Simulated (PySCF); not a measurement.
**Broadened absorption spectrum of C5H8F3OP**

Species: C₅H₈F₃OP.
InChI=1S/C5H8F3OP/c1-3-4-10(2,9)5(6,7)8/h3H,1,4H2,2H3/t10-/m0/s1

Computed with TDDFT PBE0/def2-SVPD, vertical, gas phase, core orbitals frozen in the response (PySCF 2.14.0, density-fitted response routines). The structure is a single PBE0-D3(BJ)/def2-SVP conformer in the gas phase; no vibrational or solvent corrections. Torsions of this conformer, `[CH2:1]=[CH:2][CH2:3][P@:4]([CH3:5])(=[O:6])[C:7]([F:8])([F:9])[F:10]`: C1–C2–C3–P4 -115°, C2–C3–P4–C5 72°, C3–P4–C7–F8 62°.

Broadening: Gaussians 0.25 eV wide at half height, area fixed by f = 4.319×10⁻⁹ ∫ε dν̃. The cross-section is σ = 3.8235×10⁻²¹ ε cm², given in Mb (10⁻¹⁸ cm²). The width is an assumption, not a result. The curve ends short of the highest state used, and states not computed would add to its high-energy end.

```csv
E (eV),σ (Mb)
6.02,0.10
6.05,0.26
6.09,0.79
6.13,2.15
6.17,5.04
6.21,10.27
6.25,18.14
6.29,27.80
6.33,36.96
6.37,42.65
6.41,42.71
6.45,37.13
6.48,30.49
6.52,20.77
6.56,12.39
6.60,6.58
6.64,3.24
6.68,1.59
6.72,0.85
6.76,0.51
6.80,0.34
6.84,0.26
6.88,0.28
6.92,0.42
6.95,0.65
6.99,1.34
7.03,3.04
7.07,6.98
7.11,15.04
7.15,29.18
7.19,49.86
7.23,74.45
7.27,96.98
7.31,110.45
7.35,110.75
7.38,102.95
```

Problem. Where are the band maxima, and which computed states make them?

Solution. 194 nm (6.39 eV), ε about 11000, made up of S1 (100%); 169 nm (7.33 eV), ε about 29000, made up of S4 (96%) (ε in L mol⁻¹ cm⁻¹; maxima over ε = 5, shares over 10%). The states used: S1 6.39 eV (f 0.105); S2 6.68 eV (f 0.0013); S3 7.05 eV (f 0.0016); S4 7.32 eV (f 0.263); S5 7.52 eV (f 0.028); S6 7.57 eV (f 0.045); S7 7.80 eV (f 0.021); S8 7.86 eV (f 0.075); S9 7.95 eV (f 0.025); S10 7.98 eV (f 0.0062).

Problem. On this curve, what absorbance would a 10⁻⁵ mol/L sample give at 193 nm over a 1 cm path?

Solution. 193 nm is 6.424 eV, where ε is about 11000 L mol⁻¹ cm⁻¹, so A = ε c l ≈ 0.11 (Beer–Lambert, with the gas-phase spectrum and the assumed width).

Problem. Coming from long wavelengths, where does ε first pass 100 L mol⁻¹ cm⁻¹?

Solution. At about 204 nm (6.06 eV), 0.33 eV below S1.

Problem. What would ε be at 7.33 eV, the highest of these maxima, with half the width (0.125 eV)?

Solution. About 56400 L mol⁻¹ cm⁻¹ against 29400, a factor of about 1.9; a lone state at its own centre would give exactly 2.

The vertical ionisation energy (ΔSCF) is 9.62 eV, 1.64 eV above S10.

The run took 9.6 min wall (grids of density and orbitals included) on one thread of an Arm Neoverse V2, no GPU, shared host, and the process peaked at 1.1 GiB of memory.
